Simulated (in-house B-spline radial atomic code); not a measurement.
Ionising the selenium ion Se⁶⁺ with different functionals

Computed with a B-spline radial code for spherical atoms: four-component Dirac-Coulomb Hamiltonian, Fermi nucleus of rms radius 4.14 fm, spin-restricted, spherical fractional occupations for the functionals. The ionisation energy is the difference of two self-consistent energies, [Ar] 3d10 → [Ar] 3d9, without Breit or QED terms; ε is the level of the shell that loses the electron (mean over j). The electron is taken from both j subshells in proportion to 2j + 1, so the result is a j average, not the step between ground levels.

Hybrids are left out here: with spherical fractional occupations of an open shell their exact exchange keeps a self-interaction that integer-occupation calculations don't have.

| method | rung | ΔSCF (eV) | -ε(3d) (eV) |
| --- | --- | --- | --- |
| LDA VWN5 | LDA | 155.99 | 140.20 |
| relativistic LDA | LDA | ? | ? |
| LDA PW92 | LDA | ? | ? |
| LDA exchange-only | LDA | 153.79 | 138.03 |
| PBE | GGA | 155.66 | 139.87 |
| PBEsol | GGA | 155.61 | 139.82 |
| BLYP | GGA | 155.56 | 139.77 |
| RPBE | GGA | 155.57 | 139.77 |
| PW91 | GGA | 155.83 | 140.03 |
| BP86 | GGA | 155.72 | 139.92 |
| AM05 | GGA | 155.66 | 139.86 |
| OLYP | GGA | 156.43 | 140.57 |

Task: What does LDA PW92 give?

Result: ΔSCF 155.98 eV, and -ε(3d) = 140.19 eV.

Task: What does relativistic LDA give?

Result: ΔSCF 156.00 eV, and -ε(3d) = 140.21 eV.

Task: How do they compare with the NIST value?

Result: NIST lists 155.33 eV ± 0.012 (measured, ground level to ground level). Errors run from -1.54 to +1.10 eV; BLYP is closest (+0.23 eV), but part of that can be cancellation, since the calculations leave out Breit-QED terms, spin polarisation, the choice among j levels, multiplet and fine-structure energies.
